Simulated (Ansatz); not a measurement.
Reaction (ligand exchange at the Si–F bond): `F[Si](F)(Cl)S[SiH2]Cl` + HCl → `F[Si](Cl)(Cl)S[SiH2]Cl` + H–F

Program: Ansatz. Geometries: PBE0-D4/def2-TZVP. ΔE: electronic, gas phase. CCSD(T)/CBS adds triple-zeta CCSD(T) − MP2 to the extrapolated MP2 energy (def2 sets, frozen cores). This one scheme is used for every species. Functionals use def2-TZVPP. B3LYP here is the variant with VWN-RPA as its local correlation; programs differ in this. Each species was taken in one conformer, which may not be the lowest.

```
         level  ΔE (kJ/mol)
       PBE0-D4         40.6
      B3LYP-D4         50.2
       ωB97M-V         48.8
MP2/def2-QZVPP         40.7
```

What does CCSD(T)/CBS give? (An estimate is asked.)

Computed: +45.8 kJ/mol. The listed levels differ from it by -5.2, 4.4, 3.0, -5.1 kJ/mol.

Largest T1 diagnostic among the species: 0.011.

In def2-TZVPP, CCSD(T) changes the Hartree–Fock value by −15.8 kJ/mol (the triples alone add −3.5 kJ/mol) and MP2 by −24.0 kJ/mol. The D4 term adds −7.5 kJ/mol with B3LYP and −4.0 kJ/mol with PBE0; it sums over pairs of atoms, weighted by their polarisabilities, and B3LYP, whose exchange is more repulsive, gets the larger term.
